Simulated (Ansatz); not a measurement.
Cost and result up the ladder for In12Sb12H32, a nanocrystal cut from zinc blende InSb (hydrogen-capped) (56 atoms). Charge 0, multiplicity 1. Geometry: r2SCAN-D4/def2-SVP.

```xyz
56

In    3.6882   -3.0467   -3.0393
In    4.2991   -0.7571    4.2129
In    1.6271    3.8467    2.9725
In    1.0626    0.6897   -4.8884
In   -0.2241    4.4514   -1.5301
In    2.2928    0.6849   -0.4718
In    0.3857   -3.6619    0.4158
In   -0.6935    0.2069    2.8223
In   -1.9430    0.1289   -1.4711
In   -1.1020   -3.6767   -4.1685
In   -3.6546    3.1533    1.7273
In   -5.3847   -2.0259    1.9288
Sb    4.3230   -0.2079    1.3609
Sb    3.0199   -0.1887   -3.0459
Sb    1.0714   -3.9630   -2.3277
Sb    1.8293    3.4079    0.1230
Sb    1.4105   -0.6687    4.5721
Sb   -1.1223    2.9532    3.1148
Sb    0.5182    3.4222   -4.1044
Sb   -1.2235   -0.7466   -4.0467
Sb   -2.4700    2.8435   -0.8908
Sb    0.0288   -0.7784    0.3075
Sb   -3.0680   -1.2547    3.5157
Sb   -4.2846   -1.3383   -0.6700
H     4.0440   -3.4023   -4.6911
H     4.7533   -3.1979   -1.6829
H     4.7353   -2.4104    4.3887
H     4.8839    0.6730    4.9661
H     1.7671    5.5280    3.3218
H     2.5011    2.5245    3.6943
H     1.4599    0.6833   -6.5705
H    -0.4483    6.1643   -1.5336
H     1.7550   -3.8372    1.4699
H    -1.2157   -4.2326    0.7709
H    -0.5961   -4.0124   -5.7850
H    -2.5813   -4.1629   -3.4120
H    -4.3407    4.7262    1.8817
H    -4.4036    1.6182    2.0669
H    -6.5705   -0.8274    2.2626
H    -5.4356   -3.7429    1.9910
H     5.6784    0.7868    1.0692
H     4.9507   -1.5833    0.5774
H     4.3742    0.7886   -3.4062
H     1.3218   -5.6500   -2.4496
H     3.2277    4.2124   -0.4371
H     1.1061    0.1231    6.0511
H     0.8988   -2.2065    5.1042
H    -1.5129    2.9394    4.7792
H     1.8236    4.3813   -4.6391
H    -0.6097    4.0612   -5.2131
H    -2.4745   -0.1133   -5.0230
H    -3.6294    3.3125   -2.0536
H    -2.4847   -2.6483    4.3082
H    -3.6492   -0.4978    4.9288
H    -4.1441   -2.7789   -1.5671
H    -5.5710   -0.6927   -1.5868
```

Ansatz on 11 threads of AMD EPYC 7R13 on a shared host and a whole NVIDIA H100 80GB HBM3. Times are rough, and most runs start from the orbitals of an earlier one. PBE0-D4/def2-TZVP serves as the yardstick here, not as an exact answer. Differences are given only for rows in sets of like size (and for xTB, whose basis is part of the method), since another set adds its own error. Binding counts from free atoms at the same level (In doublet, Sb quartet, H doublet; other spins of the atoms weren't run), without zero-point energy or a counterpoise term.

In the def2 sets In, Sb take a core potential; there is no spin–orbit coupling. Single mean-field runs in def2-SVP, def2-TZVP are fitted with def2-universal-jkfit.

| level | functions | wall time | binding energy per atom (eV) | difference from PBE0-D4/def2-TZVP (eV) |
| --- | --- | --- | --- | --- |
| PBE-D4/def2-SVP | 784 | 4.6 s | 2.20 | – |
| PBE0-D4/def2-SVP | 784 | 7.5 s | 2.19 | – |
| PBE-D4/def2-TZVP (with forces) | 1392 | 11 s | 2.22 | 0.01 |
| r2SCAN-D4/def2-TZVP (with forces) | 1392 | 12 s | 2.21 | 0.00 |
| PBE0-D4/def2-TZVP | 1392 | 15 s | 2.21 | 0.00 |
